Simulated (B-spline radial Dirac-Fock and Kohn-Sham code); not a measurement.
# Photoelectron lines of Yb³⁺ at 89.2 eV

System: Yb³⁺, [Xe] 4f13.

The run's input, task.json:

```json
{"items": [{
  "Z": 70,
  "q": 3,
  "cfg": [[1, 0, 2], [2, 0, 2], [2, 1, 6], [3, 0, 2], [3, 1, 6], [3, 2, 10], [4, 0, 2], [4, 1, 6], [4, 2, 10], [4, 3, 13], [5, 0, 2], [5, 1, 6]],
  "A": 174,
  "rrms": 5.3108,
  "do": ["binding", "quiet", "photo"],
  "hv": [30.3, 45.2, 89.2, 98.0, 171.0, 214.0, 216.0, 271.0, 343.0, 520.0, 1700.0, 1810.0, 2910.0, 3870.0, 4800.0, 6950.0, 11300.0, 12400.0, 13800.0, 30500.0, 39400.0, 45100.0, 108000.0, 153000.0]
}]}
```

Launch: `python xray_run.py task.json out`

Model: the independent-particle Dirac-Slater model, thresholds from Dirac-Fock. Program: a radial finite-basis atomic code. The asymmetry parameter β is from the dipole term alone. Kinetic energies are from the vacuum level. Open shells are spread statistically over j, without multiplet splitting.

The last column is dσ/dΩ = σ/(4π) · [1 + β P₂(cos θ)] at θ = 0° from the polarisation vector of linearly polarised light.

| subshell | electrons | binding (eV) | kinetic (eV) | σ (kb) | β | dσ/dΩ (kb/sr) |
| --- | --- | --- | --- | --- | --- | --- |
| N6 (4f5/2) | 5.57 | 42.64 | 46.56 | 2590 | 0.47 | 303 |
| N7 (4f7/2) | 7.43 | 41.07 | 48.13 | ? | ? | ? |
| O2 (5p1/2) | 2 | 67.62 | 21.58 | 295 | 1.47 | 57.9 |
| O3 (5p3/2) | 4 | 60.91 | 28.29 | 377 | 0.56 | 46.7 |

Task: What are σ and β for N7 (4f7/2)?

Result: σ = 3650 kb, the largest of all subshells and 53 % of the total, and β = 0.44, which gives dσ/dΩ = 420 kb/sr.

At such low photon energies correlation between channels can change these cross sections by tens of per cent.

Run: 10 s of CPU time on 1 thread of Neoverse-N1 (shared host), peak memory 0.43 GiB.

Values without a named source are computed, but for edge energies of neutral atoms, which are taken from tables.
